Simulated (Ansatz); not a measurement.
## Ligand exchange: HOCN + C2H10OSi3 → SiH3(CN) + C2H8O2Si2

Gas-phase species: HOCN (cyanic acid) `N#CO`, singlet; C2H10OSi3 `C=C[Si](O)([SiH3])[SiH3]`, singlet; SiH3(CN) (silyl cyanide), singlet; C2H8O2Si2 `C=C[Si](O)(O)[SiH3]`, singlet. The partners trade OH for SiH3: C–OH and Si–SiH3 bonds give way to C–SiH3 and Si–OH.

Shapes, held fixed at every level: PBE0-D4/def2-TZVP. Flexible molecules stand in one conformer, not always the lowest. Programs: Ansatz 0.2.0. Electronic energies: no zero-point or thermal term.

```csv
level,kind,ΔE (kJ/mol),less CCSD(T)/CBS estimate
wB97M-V/def2-TZVPP,range-separated hybrid,-239.9,+5.2
wB97X-V/def2-TZVPP,range-separated hybrid,-229.5,+15.6
B2PLYP/def2-TZVPP,double hybrid,-241.9,+3.2
MP2/def2-TZVPP,perturbation theory,-251.7,-6.6
CCSD(T)/def2-TZVPP,coupled cluster or CI,-240.9,+4.2
CCSD/def2-TZVPP,coupled cluster or CI,-245.1,0.0
CCSD(T)/CBS estimate,coupled cluster or CI,-245.1,0.0
```

The highest level, CCSD(T)/CBS estimate, gives ΔE = -245.1 kJ/mol; the levels span -251.7 to -229.5. The column of differences is taken from that level and isn't an error. No measured value is set beside it here. The CBS estimate extrapolates MP2 from def2-TZVPP and def2-QZVPP and adds CCSD(T) − MP2 in the triple-zeta set, cores frozen.
